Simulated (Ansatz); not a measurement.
**A geometry optimisation of H7NP2Si with PBE-D3(BJ)/def2-SVP**

The starting geometry of this gas-phase singlet was optimised with GFN2-xTB; its bonds are those of `[SiH3]NPP`.

```yaml
atoms:
  - { symbol: N, position_ang: [-0.8440, 0.8270, -1.4496] }
  - { symbol: P, position_ang: [-1.0415, 1.1799, 0.2052] }
  - { symbol: P, position_ang: [-3.1533, 1.6412, 0.1785] }
  - { symbol: Si, position_ang: [0.5009, -0.0441, -2.1261] }
  - { symbol: H, position_ang: [1.7248, 0.7643, -2.1326] }
  - { symbol: H, position_ang: [0.6715, -1.2229, -1.2834] }
  - { symbol: H, position_ang: [0.0602, -0.3389, -3.4883] }
  - { symbol: H, position_ang: [-1.3730, 1.4203, -2.0739] }
  - { symbol: H, position_ang: [-0.6803, 2.5546, 0.2049] }
  - { symbol: H, position_ang: [-3.5389, 0.3113, 0.3530] }
  - { symbol: H, position_ang: [-3.1917, 1.8974, 1.5471] }
```

Q: Where would you expect an optimisation with PBE-D3(BJ)/def2-SVP to take it?

A: It keeps its bonds, and is `[SiH3]NPP`.

The energy falls by 0.28 eV over 22 steps:

| step | E − E(last) (eV) |
| --- | --- |
| 1 | 0.275 |
| 3 | 0.036 |
| 6 | 0.002 |
| 8 | 0.000 |
| 10 | 0.000 |
| 13 | 0.000 |
| 15 | 0.000 |
| 17 | 0.000 |
| 20 | 0.000 |
| 22 | 0.000 |

Final geometry (Å):

| atom | x (Å) | y (Å) | z (Å) |
| --- | --- | --- | --- |
| N | -0.6985 | 1.0879 | -1.5089 |
| P | -0.9887 | 1.2916 | 0.1866 |
| P | -3.2487 | 1.4284 | 0.1706 |
| Si | 0.4711 | -0.0579 | -2.1492 |
| H | 1.8830 | 0.4704 | -2.2216 |
| H | 0.4738 | -1.2751 | -1.2686 |
| H | 0.0384 | -0.4109 | -3.5464 |
| H | -1.1653 | 1.7222 | -2.1669 |
| H | -0.8727 | 2.7322 | 0.3174 |
| H | -3.4555 | 0.0677 | 0.6001 |
| H | -3.3020 | 1.9335 | 1.5219 |

The end wasn't checked by frequencies. Run with Ansatz 0.2.0, 32 s on 2 threads of Arm Neoverse V1, on a shared host.
